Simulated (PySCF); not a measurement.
C₃H₆OSi, SMILES [SiH3][C@@H]1C=CO1. The structure is a stationary point at PBE-D3(BJ)/def2-SVP. The structure was generated by enumeration; whether it is a known compound was not checked.

Level of theory: PySCF with PBE-D3(BJ)/def2-SVP.

Harmonic wavenumbers (cm⁻¹): 163, 175, 212, 471, 536, 607, 662, 777, 831, 850, 877, 901, 911, 923, 941, 1025, 1096, 1134, 1185, 1258, 1571, 2162, 2172, 2194, 3005, 3150, 3224. Rotational constants (GHz): 9.481, 2.873, 2.546; symmetry number 1.

Problem. Work out the zero-point energy and the ideal-gas rigid-rotor harmonic-oscillator thermochemistry at 298.15 K and 1 atm.

Solution. ZPE = ½ Σ hcν = ½ × 33014 cm⁻¹ = 197.47 kJ/mol. H − E(el) = 215.49 kJ/mol. Entropy in J/(mol K): translation 164.32, rotation 108.54, vibration 44.17, total 317.04. G − E(el) = 120.97 kJ/mol. Cp = 98.65 J/(mol K).
